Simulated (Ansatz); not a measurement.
ZrCl₄, relaxed as a singlet with RKS r2SCAN-D4/def2-SVP in Ansatz, starting from the GFN2-xTB geometry. Force threshold 0.02 eV/Å.

In the def2 sets Zr takes a core potential; there is no spin–orbit coupling.

Start:

Cartesian coordinates in Å:
```
Zr 0.000 0.000 0.000
Cl 2.041 -0.706 0.636
Cl -1.576 -1.156 1.118
Cl -0.253 -0.331 -2.212
Cl -0.212 2.194 0.459
```

Question: Estimate the energy that the relaxation releases and the steps that it takes.

Answer: 5.7 kcal/mol, in 3 steps; 37 s on 2 threads of Arm Neoverse N1 on a shared host. No frequencies were taken in this run, so the end may be a saddle point.

Question: Does the start keep its bonding and symmetry?

Answer: By distances, no bond broke or formed. The bond that changes most is Zr1–Cl5, from 2.25 to 2.33 Å (atoms count from 1). Point group Td at the start, Td at the end, both within 0.05 Å.

Question: Predict the relaxed structure.

Answer: 
```xyz
5

Zr    0.000    0.000    0.000
Cl    2.111   -0.730    0.657
Cl   -1.630   -1.196    1.156
Cl   -0.262   -0.343   -2.288
Cl   -0.219    2.269    0.475
```
Bond lengths: 4 × Cl–Zr 2.33 Å.
